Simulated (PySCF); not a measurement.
## EPR parameters of C4F4NO

Species: C4F4NO (doublet state).
Structure used (GFN2-xTB), in Å, numbered top down from 1:
```xyz
10
C4F4NO angstrom
N     -1.5541    1.8938   -0.8223
C     -1.5466    0.8565   -0.3408
C     -1.5088   -0.4427    0.2460
F     -2.6878   -1.0813    0.2723
C     -0.4432   -0.9511    0.8357
O      0.8447   -0.6937    0.9465
C      1.5375   -0.0624   -0.0381
F      1.1441   -0.4216   -1.2566
F      1.4065    1.2606    0.0448
F      2.8166   -0.3536    0.0900
```

The hyperfine couplings belong to this conformer and change with its torsions.

The species is `N#C/C(F)=[C]\OC(F)(F)F` [radical].

The calculation used PySCF 2.14.0, UKS B3LYP, pcH-1 on C F N O, non-relativistic, mean-field spin-orbit, GIAO. Isolated species at its GFN2-xTB geometry (one conformer only). The geometry wasn't refined by DFT: couplings that depend on bond lengths, twists or pyramidal angles can differ widely from those at the functional's own minimum. The SCF solution wasn't tested for stability.

| Item | Value |
| --- | --- |
| g1, g2, g3 | 2.00204, 2.00218, 2.00284 |
| g_iso | 2.00236 |
| Form of g | rhombic: the two nearest values differ by 17 % of g3 − g1 |
| ⟨S²⟩ | 0.7597 (exact 0.7500) |
| α and β electrons | 38, 37 |
| HOMO–LUMO gap, α and β orbitals | 6.03, 3.76 eV |

Isotropic coupling and dipolar principal values T1 to T3, in MHz:

| atom | isotope | a_iso | T1 | T2 | T3 | Mulliken spin population |
| --- | --- | --- | --- | --- | --- | --- |
| N1 | 14N | 0.7 | -4.4 | -0.8 | 5.2 | 0.01 |
| C2 | 13C | 52.4 | -5.6 | -0.8 | 6.4 | 0.02 |
| C3 | 13C | 15.3 | -22.4 | -3.9 | 26.3 | -0.08 |
| F4 | 19F | 58.2 | -71.4 | -11.5 | 82.9 | 0.01 |
| C5 | 13C | 484.0 | -79.7 | -55.0 | 134.7 | 0.95 |
| O6 | 17O | -118.6 | -30.5 | 14.2 | 16.3 | 0.05 |
| C7 | 13C | 48.7 | -5.0 | -4.3 | 9.3 | 0.03 |
| F8 | 19F | -2.3 | -3.7 | -1.8 | 5.5 | 0.00 |
| F9 | 19F | 40.3 | -23.7 | -22.1 | 45.7 | 0.01 |
| F10 | 19F | -2.8 | -2.7 | -1.8 | 4.5 | 0.00 |

Largest spin populations (Mulliken): C5 (+0.95) and C3 (-0.08). C5 is the only atom above +0.15.

Axes: g2 points within 15° of the C3–C5 bond.

Under fast tumbling the dipolar parts average out, and these isotropic splittings remain: 1 × 19F (F4, I = 1/2, 2 lines) with 2.08 mT and 3 × 19F (F8/F9/F10, I = 1/2, 4 lines) with 0.42 mT.

Class means assume fast exchange of nuclei equivalent by connectivity; if that motion is slow, each nucleus keeps its own coupling. The three 19F nuclei of mean +11.7 MHz run from -2.8 to 40.3 MHz in the frozen geometry.

The 13C coupling of C5 (484.0 MHz) shows only in satellite lines or after enrichment, since that isotope makes up about 1.07 % of natural carbon.

The 17O coupling of O6 (-118.6 MHz) shows only in satellite lines or after enrichment, since that isotope makes up about 0.038 % of natural oxygen.
